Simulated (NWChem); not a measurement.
# CHO₂, doublet; SMILES O[C]=O

```xyz
4

O     -0.1389     1.1705     0.0000
C      0.4258     0.1154     0.0000
O     -0.0501    -1.1217     0.0000
H     -1.0426    -1.0834     0.0000
```
Atoms are numbered in this order, from 1.

Program: NWChem. Spin-unrestricted. In the optimisation the excess spin sits in a' (Cs, its own frame). All runs use the structure optimised with PBE-D3(BJ)/def2-SVP, spin-unrestricted. No stability test was run on the SCF state. Vertical excitations in the gas phase. Excited states of an open shell can be spin-contaminated.

### Question
Predict the results for B3LYP/def2-SVPD, TDA. Quantities: lowest excitation (eV); oscillator strength of that lowest state; lowest state with f > 0.02 (eV); lowest empty minus highest occupied level, either spin (eV).

### Answer
| Property | Result |
|---|---|
| lowest excitation (eV) | 4.16 |
| oscillator strength of that lowest state | 0.006 |
| lowest state with f > 0.02 (eV) | 5.98 |
| lowest empty minus highest occupied level, either spin (eV) | 3.81 |
